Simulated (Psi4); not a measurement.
Psi4 input (wB97X-D/6-31G*):

```
memory 1500 MB

molecule {
-1 1
F     2.12166500   -0.06449600    0.02732100
C     0.77091700    0.15520100   -0.02866000
C     0.16827600    1.34442500   -0.28934800
C    -1.28015400    1.31667000   -0.29249300
C    -1.67766500    0.05204700   -0.02183000
S    -0.31812800   -1.15459300    0.24739700
H     0.77047500    2.22992000   -0.47682400
H    -2.66364800   -0.38603200    0.06657700
symmetry c1
no_reorient
no_com
}

set {
  basis 6-31G*
  reference rks
  scf_type pk
  dft_radial_points 99
  dft_spherical_points 590
  e_convergence 1e-8
  d_convergence 1e-7
  maxiter 150
}

e = energy('wb97x-d')
print_out(f'\nFINAL {e:.10f} DIPOLE {variable("CURRENT DIPOLE")[0]:.6f} {variable("CURRENT DIPOLE")[1]:.6f} {variable("CURRENT DIPOLE")[2]:.6f}\n')
```

Output:

```
   => Loading Basis Set <=

    Name: 6-31G*
    Role: ORBITAL
    Keyword: BASIS
    atoms 1   entry F          line   162 file 6-31gs.gbs
    atoms 2-5 entry C          line   111 file 6-31gs.gbs
    atoms 6   entry S          line   316 file 6-31gs.gbs
    atoms 7-8 entry H          line    44 file 6-31gs.gbs

   => WB97X-D: Empirical Dispersion <=

    Chai and Head-Gordon Dispersion Correction
    Chai, J.-D.; Head-Gordon, M. (2010), J. Chem. Phys., 132: 6615-6620

        s6 =       1.000000

         ---------------------------------------------------------
                                   SCF
               by Justin Turney, Rob Parrish, Andy Simmonett
                          and Daniel G. A. Smith
                              RKS Reference
         ---------------------------------------------------------

  ==> Geometry <==

    Molecular point group: c1
    Full point group: C1

    Geometry (in Angstrom), charge = -1, multiplicity = 1:

       Center              X                  Y                   Z               Mass
    ------------   -----------------  -----------------  -----------------  -----------------
         F            2.121665000000    -0.064496000000     0.027321000000    18.998403162730
         C            0.770917000000     0.155201000000    -0.028660000000    12.000000000000
         C            0.168276000000     1.344425000000    -0.289348000000    12.000000000000
         C           -1.280154000000     1.316670000000    -0.292493000000    12.000000000000
         C           -1.677665000000     0.052047000000    -0.021830000000    12.000000000000
         S           -0.318128000000    -1.154593000000     0.247397000000    31.972071174400
         H            0.770475000000     2.229920000000    -0.476824000000     1.007825032230
         H           -2.663648000000    -0.386032000000     0.066577000000     1.007825032230

  Running in c1 symmetry.

  Rotational constants: A =      0.17851  B =      0.10675  C =      0.06680 [cm^-1]
  Rotational constants: A =   5351.61837  B =   3200.41264  C =   2002.72743 [MHz]
  Nuclear repulsion =  258.789848389053304

  Charge       = -1
  Multiplicity = 1
  Electrons    = 52
  Nalpha       = 26
  Nbeta        = 26

  ==> Algorithm <==

  SCF Algorithm Type is PK.
  DIIS enabled.
  MOM disabled.
  Fractional occupation disabled.
  Guess Type is SAD.
  Energy threshold   = 1.00e-08
  Density threshold  = 1.00e-07
  Integral threshold = 1.00e-12

  ==> Primary Basis <==

  Basis Set: 6-31G*
    Blend: 6-31G*
    Number of shells: 42
    Number of basis functions: 98
    Number of Cartesian functions: 98
    Spherical Harmonics?: false
    Max angular momentum: 2

  ==> DFT Potential <==

   => LibXC <=

    Version 7.1.2
    S. Lehtola, C. Steigemann, M. J. T. Oliveira, and M. A. L. Marques,  SoftwareX 7, 1–5 (2018) (10.1016/j.softx.2017.11.002)

   => Composite Functional: WB97X-D <=

    wB97X-D Hyb-GGA Exchange-Correlation Functional

    J.-D. Chai and M. Head-Gordon,  Phys. Chem. Chem. Phys. 10, 6615–6620 (2008) (10.1039/B810189B)

    Deriv               =              1
    GGA                 =           TRUE
    Meta                =          FALSE

    Exchange Hybrid     =           TRUE
    MP2 Hybrid          =          FALSE

   => Exchange-Correlation Functionals <=

    1.0000   wB97X-D range-separated functional

   => Exact (HF) Exchange <=

    0.7780            HF,LR [omega = 0.2000]
    0.2220               HF

   => LibXC Density Thresholds  <==

    XC_HYB_GGA_XC_WB97X_D:  1.00E-14

   => Molecular Quadrature <=

    Radial Scheme          =       TREUTLER
    Pruning Scheme         =           NONE
    Nuclear Scheme         =       TREUTLER

    Blocking Scheme        =         OCTREE
    BS radius alpha        =              1
    Pruning alpha          =              1
    Radial Points          =             99
    Spherical Points       =            590
    Total Points           =         437123
    Total Blocks           =           3134
    Max Points             =            256
    Max Functions          =             96
    Weights Tolerance      =       1.00E-15

  ==> Integral Setup <==

  Using in-core PK algorithm.
   Calculation information:
      Number of atoms:                   8
      Number of AO shells:              42
      Number of primitives:            110
      Number of atomic orbitals:        98
      Number of basis functions:        98

      Integral cutoff                 1.00e-12
      Number of threads:                 1

  Performing in-core PK
  Using 35305578 doubles for integral storage.
  We computed 370511 shell quartets total.
  Whereas there are 408156 unique shell quartets.

  Computing range-separated integrals for PK
  We computed 370511 wK shell quartets total.
  Whereas there are 408156 wK unique shell quartets.

  ==> DiskJK: Disk-Based J/K Matrices <==

    J tasked:                  Yes
    K tasked:                  Yes
    wK tasked:                 Yes
    Omega:               2.000E-01
    Schwarz Cutoff:          1E-12


  Cached 33.3% of DFT collocation blocks in 0.327 [GiB].

  Minimum eigenvalue in the overlap matrix is 1.9184835214E-03.
  Reciprocal condition number of the overlap matrix is 2.6457568892E-04.
    Using symmetric orthogonalization.

  ==> Pre-Iterations <==

  SCF Guess: Superposition of Atomic Densities via on-the-fly atomic UHF (no occupation information).

   -------------------------
    Irrep   Nso     Nmo
   -------------------------
     A         98      98
   -------------------------
    Total      98      98
   -------------------------

  ==> Iterations <==

                        Total Energy        Delta E     RMS |[F,P]|

   @RKS iter SAD:  -650.89617372879707   -6.50896e+02   0.00000e+00
   @RKS iter   1:  -651.18758886895569   -2.91415e-01   7.18325e-03 DIIS/ADIIS
   @RKS iter   2:  -651.05616263210084    1.31426e-01   8.72384e-03 DIIS/ADIIS
   @RKS iter   3:  -651.46007217710360   -4.03910e-01   1.35941e-03 DIIS/ADIIS
   @RKS iter   4:  -651.46922962217616   -9.15745e-03   4.55460e-04 DIIS/ADIIS
   @RKS iter   5:  -651.47030969906029   -1.08008e-03   1.77267e-04 DIIS/ADIIS
   @RKS iter   6:  -651.47051678417290   -2.07085e-04   5.23947e-05 DIIS
   @RKS iter   7:  -651.47055203077559   -3.52466e-05   2.00060e-05 DIIS
   @RKS iter   8:  -651.47056152885750   -9.49808e-06   8.95515e-06 DIIS
   @RKS iter   9:  -651.47056325545998   -1.72660e-06   2.79406e-06 DIIS
   @RKS iter  10:  -651.47056337703202   -1.21572e-07   9.94046e-07 DIIS
   @RKS iter  11:  -651.47056338410653   -7.07450e-09   4.56482e-07 DIIS
   @RKS iter  12:  -651.47056338570906   -1.60253e-09   9.44169e-08 DIIS
  Energy and wave function converged.

  ==> Post-Iterations <==

   Electrons on quadrature grid:
      Ntotal   =   51.9999993751 ; deviation = -6.249e-07

    Orbital Energies [Eh]
    ---------------------

    Doubly Occupied:

       1A    -88.860899     2A    -24.663414     3A    -10.202792
       4A    -10.103223     5A    -10.097980     6A    -10.033022
       7A     -7.881403     8A     -5.830498     9A     -5.827140
      10A     -5.823454    11A     -1.142551    12A     -0.755532
      13A     -0.618473    14A     -0.591961    15A     -0.474920
      16A     -0.435122    17A     -0.390522    18A     -0.373022
      19A     -0.349315    20A     -0.275266    21A     -0.244783
      22A     -0.240844    23A     -0.235509    24A     -0.120139
      25A     -0.088753    26A     -0.043865

    Virtual:

      27A      0.271904    28A      0.281387    29A      0.363732
      30A      0.383344    31A      0.385097    32A      0.419272
      33A      0.433362    34A      0.547488    35A      0.570002
      36A      0.611785    37A      0.629859    38A      0.637963
      39A      0.707912    40A      0.734592    41A      0.784190
      42A      0.826046    43A      0.840287    44A      0.862471
      45A      0.895603    46A      0.924879    47A      0.941438
      48A      0.973114    49A      1.006496    50A      1.027503
      51A      1.091421    52A      1.111545    53A      1.111939
      54A      1.119380    55A      1.157662    56A      1.221404
      57A      1.223847    58A      1.256354    59A      1.311445
      60A      1.332858    61A      1.385223    62A      1.447333
      63A      1.503938    64A      1.547294    65A      1.620175
      66A      1.668491    67A      1.688939    68A      1.718534
      69A      1.801243    70A      1.898731    71A      2.037924
      72A      2.072825    73A      2.074384    74A      2.116472
      75A      2.138985    76A      2.181916    77A      2.220932
      78A      2.310931    79A      2.387801    80A      2.433324
      81A      2.461417    82A      2.517122    83A      2.624726
      84A      2.664358    85A      2.716033    86A      2.719893
      87A      2.816848    88A      2.852076    89A      3.046548
      90A      3.197647    91A      3.246845    92A      3.397650
      93A      4.225347    94A      4.406293    95A      4.420105
      96A      4.625687    97A      4.744670    98A      5.227313

    Final Occupation by Irrep:
              A
    DOCC [    26 ]
    NA   [    26 ]
    NB   [    26 ]

  @RKS Final Energy:  -651.47056338570906

   => Energetics <=

    Nuclear Repulsion Energy =            258.7898483890533043
    One-Electron Energy =               -1420.5669036979968496
    Two-Electron Energy =                 552.0409316580963832
    DFT Exchange-Correlation Energy =     -41.7326829615575150
    Empirical Dispersion Energy =          -0.0017567733043114
    VV10 Nonlocal Energy =                  0.0000000000000000
    Total Energy =                       -651.4705633857090561

Computation Completed

Properties will be evaluated at   0.000000,   0.000000,   0.000000 [a0]

Properties computed using the SCF density matrix

 Multipole Moments:

 ------------------------------------------------------------------------------------
     Multipole            Electronic (a.u.)      Nuclear  (a.u.)        Total (a.u.)
 ------------------------------------------------------------------------------------

 L = 1.  Multiply by 2.5417464519 to convert [e a0] to [Debye]
 Dipole X            :          1.1707249            0.0000151            1.1707401
 Dipole Y            :         -0.9770892           -0.0000113           -0.9771006
 Dipole Z            :          0.2184367            0.0000151            0.2184518
 Magnitude           :                                                    1.5404801

 ------------------------------------------------------------------------------------

FINAL -651.4705633857 DIPOLE 1.170740 -0.977101 0.218452

*** Psi4 exiting successfully. Buy a developer a beer!
```

The dipole moment of an ion depends on the origin.

The geometry given is a B3LYP-D3(BJ)/def2-TZVP minimum.
